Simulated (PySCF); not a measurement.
Species: CH5Cl3O3Si3.
SMILES with atom numbers: `[Cl:1][C:2]([Cl:3])([Cl:4])[SiH:5]1[O:6][SiH2:7][O:8][SiH2:9][O:10]1` (hydrogens: H11 on Si5; H12, H13 on Si7; H14, H15 on Si9)

Cartesian coordinates in Å at the PBE0-D3(BJ)/def2-SVP level; atoms count from 1:
```
atom  x, y, z in Å
Cl1    3.3972    0.7295   -0.6135
C2     2.2060   -0.3925    0.0769
Cl3    2.8907   -2.0274    0.1850
Cl4    1.7038    0.1698    1.6962
Si5    0.6614   -0.4362   -1.0490
O6    -0.4354   -1.4394   -0.3334
Si7   -1.6772   -1.0872    0.7302
O8    -1.8717    0.5631    0.7171
Si9   -1.1299    1.7951   -0.1157
O10    0.0388    1.0906   -1.0828
H11    1.0497   -0.9045   -2.3931
H12   -2.9127   -1.7424    0.2328
H13   -1.3187   -1.5432    2.0953
H14   -0.4991    2.7394    0.8382
H15   -2.1154    2.4705   -0.9962
```

Computed with PySCF at PBE0/pcSseg-1, non-relativistic, on one gas-phase PBE0-D3(BJ)/def2-SVP geometry that isn't relaxed in the solvent. The solvent is an IEF-PCM continuum (cavity from Bondi-type radii × 1.2). The model holds no explicit solvent molecules, cavitation or dispersion.

Gas phase at PBE0/pcSseg-1: HOMO -8.48 eV, LUMO -0.97 eV, dipole 1.40 D.

Q: What does the continuum do to the energy, the frontier levels and the dipole at PBE0/pcSseg-1 in chloroform?

A: 
```tsv
solvent	ε	E(solvent) − E(gas) (kJ/mol)	polarisation term (kJ/mol)	distortion of the solute (kJ/mol)	HOMO (eV)	LUMO (eV)	dipole (D)
chloroform	4.711	-7.73	-8.07	0.34	-8.45	-0.98	1.63
```

The first energy column is the sum of the next two and covers electrostatics alone.

Q: Which radius a makes the point-dipole formula ΔE = −[(ε − 1)/(2ε + 1)]·μ²/a³ give the value in chloroform, with the gas-phase dipole?

A: μ = 0.549 au and |ΔE| = 0.00295 Eh give a = 1.76 Å; the farthest nucleus lies 3.54 Å from the centroid of the nuclei, so such a sphere wouldn't even hold the nuclei. The formula assumes a rigid point dipole at the centre of a sphere.

Q: Give the dipole vector in the frame of the coordinates (D, pointing from negative to positive charge), gas and chloroform.

A: Gas (-1.34, 0.15, -0.36), solvent (-1.56, 0.16, -0.45). Its length changes by +17 % and its direction by 1°.

Q: Which Hirshfeld charges (PBE0/pcSseg-1) respond most in chloroform (means over atoms taken as equivalent)?

A: 
```tsv
atoms	environment	gas (e)	solvent (e)	change
H11	Si–H hydrogen	-0.058	-0.053	+0.005
O6/O10	siloxane oxygen	-0.313	-0.316	-0.003
O8	siloxane oxygen	-0.317	-0.319	-0.002
H12/H15	Si–H hydrogen	-0.072	-0.070	+0.002
Cl1/Cl3/Cl4	chlorine of a CCl3 group	-0.017	-0.018	-0.001
H13/H14	Si–H hydrogen	-0.075	-0.073	+0.002
Si7/Si9	oxygen-bound silicon	+0.460	+0.461	+0.001
C2	CCl3 carbon	-0.004	-0.004	0.000
```

Q: How do the nuclear quadrupole coupling constants eQVzz/h respond in chloroform?

A: 
| nucleus | Q (barn) | gas (MHz) | solvent (MHz) | η gas | η solvent |
| --- | --- | --- | --- | --- | --- |
| 35Cl at Cl1 | -0.0817 | -81.50 | -81.18 | 0.02 | 0.02 |
| 35Cl at Cl3 | -0.0817 | -81.46 | -81.14 | 0.02 | 0.02 |
| 35Cl at Cl4 | -0.0817 | -80.09 | -80.09 | 0.04 | 0.03 |
| 17O at O6 | -0.0256 | -6.01 | -5.97 | 0.33 | 0.35 |
| 17O at O8 | -0.0256 | -6.30 | -6.26 | 0.40 | 0.41 |
| 17O at O10 | -0.0256 | -6.01 | -5.97 | 0.33 | 0.35 |
